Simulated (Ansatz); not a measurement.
Input file for Ansatz (a first-principles code): R-wB97M-V/def2-TZVPP on H2S2 (SMILES SS), a point of a torsion scan.

Ansatz 0.2 input:
```yaml
crystal:
  periodic: [false, false, false]
  atoms:
    - {symbol: S, position_ang: [-0.95958923, 0.46633898, 0.43011987]}
    - {symbol: S, position_ang: [0.95521959, 0.46914975, -0.43750076]}
    - {symbol: H, position_ang: [-1.49018885, -0.46753862, -0.35866880]}
    - {symbol: H, position_ang: [0.71428373, -0.46426617, -1.35749899]}
basis:
  gaussian:
    orbitals: def2-TZVPP
hamiltonian:
  xc: {name: wB97M-V}
scf: {lower_state_search: off}
```

Output:

```
WARN ansatz: RAYON_NUM_THREADS=2 ignored (pool sized by the plan → 2); use --threads N
Functional definition: wB97M-V
these checks for a lower state are left out or cut short: stability, starts, cluster_reference, orbital_swaps, neighbouring_geometries, increment
integrals: 0.05 GiB planned
700 factors; their error is unknown
integrals: 0.08 GiB planned
132 factors; integrals over basis functions are off by at most 3.1e-5 eV
mean field: 0.42 GiB planned
mean field evaluation 1: about -21701.9943 eV, gradient 1.1e1 eV
mean field evaluation 2: about -21702.3414 eV, gradient 5.9e0 eV
mean field evaluation 4: about -21702.4033 eV, gradient 3.1e-1 eV
mean field evaluation 8: about -21702.4137 eV, gradient 6.2e-3 eV
mean field evaluation 16: about -21702.4137 eV, gradient 6.2e-6 eV
mean field -21702.41369370 eV, -797.5489928193 hartree, gradient 6.2e-6 eV, S^2 0.000000; 0 other end points of the search recorded, 0 dependent functions left out
reference -21702.41372624 eV, -797.5489940150 hartree; 17, 17 occupied and 95, 95 virtual orbitals, 700 factors
Total energy: -21702.41372624 eV, -797.5489940150 hartree
Checks for a lower state left out: stability, starts, cluster_reference, orbital_swaps, neighbouring_geometries, increment
```

Self-consistency was reached.

Cost: about 2.8 core-seconds (a rough figure).
